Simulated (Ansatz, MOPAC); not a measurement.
Complex: N2 (SMILES N#N) (first 2 atoms) with CH3Cl (SMILES CCl); geometry from B3LYP-D3(BJ)/def2-TZVP, rigid monomers moved along the line of their centres of mass till N1···C3 is 4.81 Å.
(charge 0, multiplicity 1):
```xyz
7

N      0.2185    -0.3765    -0.1640
N      1.1023     0.0834    -0.6076
C     -1.1989    -0.5671     4.4265
Cl     0.1868     0.5546     4.6354
H     -0.8118    -1.5339     4.1203
H     -1.7186    -0.6453     5.3765
H     -1.8536    -0.1618     3.6617
```

Counterpoise-corrected where a basis set is named; no monomer relaxation.

Frozen-core correlation. The state that AM1 reach isn't checked.

Codes used: Ansatz (Gaussian basis) for Hartree–Fock, density functionals and correlated methods; MOPAC for AM1 (differences of heats of formation). 

Problem. Predict the interaction energy from AM1.

Solution. -6 meV

Ansatz is a first-principles code.
